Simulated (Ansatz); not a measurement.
Total energies of GeSb₂ (the lowest singlet isomer of a short search) from Ansatz at PBE-D4/def2-TZVP, gas phase (1 Eh = 27.2114 eV = 2625.5 kJ/mol). The reference geometry is relaxed at PBE-D4/def2-TZVP.

```xyz
3

Sb    1.450    0.530   -0.018
Sb   -0.937    0.274    1.196
Ge   -0.513   -0.804   -1.178
```

```json
{"state": "charge 0 singlet", "geometry": "reference", "energy (Eh)": "-2557.26389"}
{"state": "charge 1 doublet", "geometry": "reference", "energy (Eh)": "-2556.97644"}
{"state": "charge 1 doublet", "geometry": "relaxed at PBE-D4/def2-TZVP", "energy (Eh)": "-2556.98095"}
{"state": "charge 0 triplet", "geometry": "relaxed at PBE-D4/def2-TZVP", "energy (Eh)": "-2557.21801"}
{"state": "charge 0 quintet", "geometry": "relaxed at PBE-D4/def2-TZVP", "energy (Eh)": "-2557.15407"}
{"state": "free Sb atom (quartet)", "geometry": "–", "energy (Eh)": "-240.20743"}
{"state": "free Ge atom (triplet)", "geometry": "–", "energy (Eh)": "-2076.60177"}
```

In the def2 sets Sb takes a core potential; there is no spin–orbit coupling.

Q: Work out the vertical ionisation energy to the doublet.

A: E(charge 1 doublet) − E(charge 0 singlet) = -2556.97644 − (-2557.26389) = 0.28745 Eh = 7.82 eV. For comparison, −ε of the highest occupied level is 5.25 eV at this level, 2.57 eV less.

Q: How much does the charge 1 doublet relax, and what is the adiabatic ionisation energy?

A: Relaxation: -2556.97644 − (-2556.98095) = 0.00451 Eh = 0.12 eV. Adiabatic ionisation energy: 0.28294 Eh = 7.70 eV, without zero-point energy. 

Q: Which of the charge 0 states is lowest, and how far above it are the others?

A: The singlet. triplet: -2557.21801 − (-2557.26389) = 0.04588 Eh = 120.5 kJ/mol; quintet: -2557.15407 − (-2557.26389) = 0.10982 Eh = 288.3 kJ/mol.

Q: What is the binding energy per atom against free atoms?

A: Atoms: 2 × (-240.20743) + 1 × (-2076.60177) = -2557.01663 Eh. Binding: -2557.01663 − (-2557.26389) = 0.24726 Eh = 6.73 eV, or 2.24 eV for each of 3 atoms (no zero-point energy, no counterpoise term).

The structure comes from a short search, and lower isomers may exist.
